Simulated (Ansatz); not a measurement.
**Worked example: GeH2(CH3)2 + AlClF2 → GeH2(CH3)Cl + Al(CH3)F2**

Species: GeH2(CH3)2, singlet; AlClF2 `[F][Al]([F])[Cl]`, singlet; GeH2(CH3)Cl, singlet; Al(CH3)F2, singlet. The partners trade CH3 for Cl: Ge–CH3 and Al–Cl bonds give way to Ge–Cl and Al–CH3.

Shapes, held fixed at every level: PBE0-D4/def2-TZVP. Programs: Ansatz 0.2.0. Electronic energies: no zero-point or thermal term.

At CCSD(T)/def2-TZVPP; 1 Eh = 2625.50 kJ/mol:

| species | energy (Eh) |
| --- | --- |
| GeH2(CH3)2 | -2156.490113 |
| AlClF2 | -901.441135 |
| GeH2(CH3)Cl | -2576.418441 |
| Al(CH3)F2 | -481.492703 |

Q: Work out ΔE of the reaction at this level.

A: 
1. Products less reactants: (-2576.418441) + (-481.492703) − [(-2156.490113) + (-901.441135)] = 0.020104 Eh = +52.8 kJ/mol.

Other levels give +40.6 (SPW92/def2-TZVPP) to +54.3 kJ/mol (MP2/def2-TZVPP). No measured value is set beside it here. Relativity is left out for Ge. Outer-core shells of Ge are correlated in most correlated rows, in sets that cover them unevenly. The median of the other levels is +44.7 kJ/mol.
